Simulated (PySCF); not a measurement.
## Assigning NMR signals

Cartesian coordinates in Å; atom numbers follow the order of the lines, from 1:
```xyz
22

C    -2.4412    1.9019   -0.1087
O    -1.1430    1.3687   -0.0918
B    -0.9350    0.0429    0.1575
C     0.4945   -0.5768    0.1761
C     1.6752   -0.0158   -0.1681
C     2.9580   -0.7891   -0.0775
C     1.8317    1.3900   -0.6622
O    -2.0578   -0.7029    0.3957
C    -2.0465   -2.0796    0.6376
H    -3.0819    1.3929   -0.8471
H    -2.9301    1.8101    0.8751
H    -2.3706    2.9672   -0.3715
H     0.5668   -1.6198    0.5113
H     2.8018   -1.8138    0.2872
H     3.4532   -0.8400   -1.0623
H     3.6698   -0.2832    0.5975
H     2.4893    1.9574    0.0189
H     0.8718    1.9108   -0.7418
H     2.3337    1.3931   -1.6448
H    -1.5256   -2.6387   -0.1581
H    -1.5657   -2.3243    1.6006
H    -3.0874   -2.4338    0.6788
```

Level of theory: GIAO B3LYP/pcSseg-1 shieldings, PBE0-D3(BJ)/def2-SVP structure, in PySCF (non-relativistic Hamiltonian, single conformer, equivalent nuclei averaged, no solvent).

δ = σ(ref) − σ, references computed at the same level: TMS for $^{13}$C (179.24 ppm) and $^{1}$H (31.38 ppm).

Problem. Assign these signals to the numbered atoms. $^{13}$C{$^{1}$H} NMR (computed): δ 172.8 (C), 120.3 (CH), 52.8 (CH3), 32.9 (CH3), 23.1 (CH3).

Solution. 
172.8 → C5, fully substituted alkene carbon
120.3 → C4, alkene CH: the olefinic region
52.8 → C1/C9, methyl carbon bonded to O: deshielded by the electronegative neighbour
32.9 → C6, allylic methyl carbon: aliphatic region, no heteroatom directly attached
23.1 → C7, allylic methyl carbon

Problem. Assign these signals to the numbered atoms. $^{1}$H NMR (400 MHz, computed): δ 5.27 (s, 1H), 3.64 (s, 6H), 2.18 (s, 3H), 1.87 (s, 3H).

Solution. 
| δ (ppm) | atoms | environment | reason |
| --- | --- | --- | --- |
| 5.27 | H13 | hydrogen on an alkene CH | olefinic region |
| 3.64 | H10/H11/H12/H20/H21/H22 | hydrogen on a methyl carbon bonded to O | its carbon carries O, an electronegative neighbour |
| 2.18 | H17/H18/H19 | hydrogen on an allylic methyl carbon | allylic position |
| 1.87 | H14/H15/H16 | hydrogen on an allylic methyl carbon | – |

A carbon bonded to boron is broadened by the quadrupolar boron nucleus and is often missing from a measured spectrum. Shifts are as computed. Against solution values, carbons near 30 ppm lie about +2 ppm off and those near 130 ppm about +6 ppm. Of 1309 compounds with measured shifts, 239 miss one by over three times the rms of a fit or turn the order of signals round; such compounds aren't used in these exercises. No couplings were computed; multiplicities are counted from neighbouring protons, with m where these are inequivalent, close in shift, in a saturated or five-membered ring or joined by F or P, and br s for small geminal =CH2 splittings.
